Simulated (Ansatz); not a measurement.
O (SMILES [O+]), charge +1, quartet; MP2/def2-TZVPD run with Ansatz (a first-principles code).

The Ansatz input:
Ansatz 0.2 input:
```yaml
crystal:
  periodic: [false, false, false]
  atoms:
    - {symbol: O, position_ang: [0.00000000, 0.00000000, 0.00000000]}
basis:
  gaussian:
    orbitals: def2-TZVPD
total_charge: 1
magnetization: {spin_polarized: true, initial_magnetization: 3}
correlation: {method: mp2}
```

Question: Predict the main parts of the log of this Ansatz run.

Answer: 
```
Functional definition: HF
245 factors; integrals over basis functions are off by at most 2.6e-4 eV
mean field evaluation 1: about -2023.7392 eV, gradient 6.7e0 eV
mean field evaluation 2: about -2023.7473 eV, gradient 6.7e0 eV
mean field evaluation 4: about -2023.8208 eV, gradient 1.5e-1 eV
mean field evaluation 8: about -2023.8209 eV, gradient 2.4e-6 eV
mean field -2023.82093555 eV, -74.3740475865 hartree, gradient 2.4e-6 eV, S^2 3.755470; 0 other end points of the search recorded, 0 dependent functions left out
1 core orbitals not correlated
reference -2023.82093555 eV, -74.3740475865 hartree; 4, 1 occupied and 35, 38 virtual orbitals, 245 factors
second order -2.62044942 eV of doubles, -0.00000000 eV of singles
Total energy: -2026.44138498 eV, -74.4703473266 hartree
```
